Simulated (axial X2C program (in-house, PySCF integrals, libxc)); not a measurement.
## Outer orbitals of VP at 2.161 Å, PBE0

Calculated with an in-house relativistic program for diatomic molecules. Spin-free means the one-electron spin-free X2C Hamiltonian; two-component (2c) means X2C with spin–orbit coupling and atomic mean-field two-electron Coulomb and Gaunt terms, so the difference of the two also holds small scalar two-electron terms. Basis: V dyall-cv3z [10s10p6d4f2g], P dyall-v3z [8s7p2d1f] (cores contracted in-house); Gaussian nuclei, density fitting, unrestricted open shells. Masses: V 50.944 u, P 30.974 u.

The distance is close to the 2c PBE0 minimum; the highest filled and lowest empty levels are listed.

Spin-free orbitals, state M_S = 1, Λ = 2 (beyond evenly filled blocks: σα, δ+α) (Löwdin shares):

```tsv
symmetry	occupied	ε (eV)	atomic character
σβ	yes	-15.23	67% P s, 12% V p, 10% V d
σα	yes	-13.54	63% P s, 12% V d, 12% V p
δ+α	yes	-6.76	100% V d
σα	yes	-6.62	53% V d, 37% P p, 6% P s
π+α	yes	-6.57	83% V d, 14% P p
σβ	yes	-6.42	75% P p, 10% V s, 9% V d
π-α	yes	-6.39	80% V d, 16% P p
π+β	yes	-6.35	72% P p, 16% V d, 7% V p
π-β	yes	-6.35	72% P p, 16% V d, 7% V p
σα	yes	-5.59	55% V s, 21% V d, 18% P p
δ-α	no	-2.53	100% V d
π+α	no	-2.41	44% P p, 40% V p, 13% V d
π-α	no	-2.35	42% P p, 39% V p, 16% V d
σα	no	-1.99	42% V p, 26% P p, 16% V s
```

Spinors with spin–orbit coupling (state Ω = 1):

| ω | occupied | ε (eV) | atomic character | λ mixture |
| --- | --- | --- | --- | --- |
| 1/2 | yes | -15.23 | 67% P s, 12% V p, 10% V d | 100% σ |
| -1/2 | yes | -13.54 | 63% P s, 12% V d, 12% V p | 100% σ |
| 3/2 | yes | -6.78 | 100% V d | 100% δ |
| -1/2 | yes | -6.62 | 53% V d, 37% P p, 6% P s | 100% σ |
| 1/2 | yes | -6.58 | 83% V d, 14% P p | 100% π |
| 1/2 | yes | -6.42 | 75% P p, 10% V s, 9% V d | 100% σ |
| -3/2 | yes | -6.38 | 81% V d, 16% P p | 100% π |
| -1/2 | yes | -6.37 | 72% P p, 16% V d, 7% V p | 100% π |
| 3/2 | yes | -6.33 | 72% P p, 16% V d, 7% V p | 100% π |
| -1/2 | yes | -5.59 | 55% V s, 21% V d, 18% P p | 100% σ |
| -5/2 | no | -2.51 | 100% V d | 100% δ |
| 1/2 | no | -2.42 | 44% P p, 40% V p, 14% V d | 100% π |
| -3/2 | no | -2.34 | 42% P p, 40% V p, 15% V d | 100% π |
| -1/2 | no | -1.98 | 42% V p, 26% P p, 16% V s | 100% σ |

Mulliken charges and populations of the two-component result (they depend on the basis, above all on diffuse functions):

V 0.27 e (s 6.81 p 12.17 d 3.72 f 0.02), P -0.27 e (s 5.88 p 9.34 d 0.04 f 0.01). ⟨Lz⟩ = 2.00 ħ and ⟨Sz⟩ = -1.00 ħ (-1.84 and 0.84 on the two atoms), which add up to Ω.

Occupations by symmetry block were frozen at the best pattern of an incomplete PBE0 search. Density functionals use the spin component along the axis (collinear). PBE0 can misorder states that lie within some tenths of an eV, so this need not be the ground state of the molecule. The nearest other spin-free determinant of the search, M_S = 1, Λ = 0, lies 0.33 eV up at the distance of the search. Without a current term, density functionals place determinants with orbital angular momentum somewhat too high. With several unpaired electrons one determinant need not be a pure state. The determinant is spin-polarised beyond a pure state at some levels (its spin-free form has ⟨S²⟩ too high), which makes Re and μ there less reliable.
